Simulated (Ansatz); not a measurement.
# Ligand exchange: SnH3Br + Cd(CH3)(NH2) → SnH3(NH2) + Cd(CH3)Br

Species: SnH3Br `[Br][SnH3]`, singlet; Cd(CH3)(NH2), singlet; SnH3(NH2), singlet; Cd(CH3)Br, singlet. The partners trade Br for NH2: Sn–Br and Cd–NH2 bonds give way to Sn–NH2 and Cd–Br.

Shapes, held fixed at every level: PBE0-D4/def2-TZVP. Programs: Ansatz 0.2.0. Electronic energies: no zero-point or thermal term.

```csv
level,kind,ΔE (kJ/mol),less CCSD(T)/def2-TZVPP
HF/def2-TZVPP,Hartree–Fock,-72.2,-21.5
PBE-D4/def2-TZVPP,GGA,-42.9,+7.8
BHLYP-D4/def2-TZVPP,global hybrid,-56.9,-6.2
B2PLYP/def2-TZVPP,double hybrid,-49.4,+1.3
MP2/def2-SVP,perturbation theory,-52.7,-2.0
MP2/def2-TZVPP,perturbation theory,-46.5,+4.2
CCSD(T)/def2-SVP,coupled cluster or CI,-53.3,-2.6
CCSD(T)/def2-TZVPP,coupled cluster or CI,-50.7,0.0
```

The highest level, CCSD(T)/def2-TZVPP, gives ΔE = -50.7 kJ/mol; the levels span -72.2 to -42.9. The column of differences is taken from that level and isn't an error. No measured value is set beside it here. For atoms past krypton def2 sets carry core potentials with scalar relativity. Relativity is left out for Br. Outer-core shells of Br, Cd, Sn are correlated, in sets that cover them unevenly.
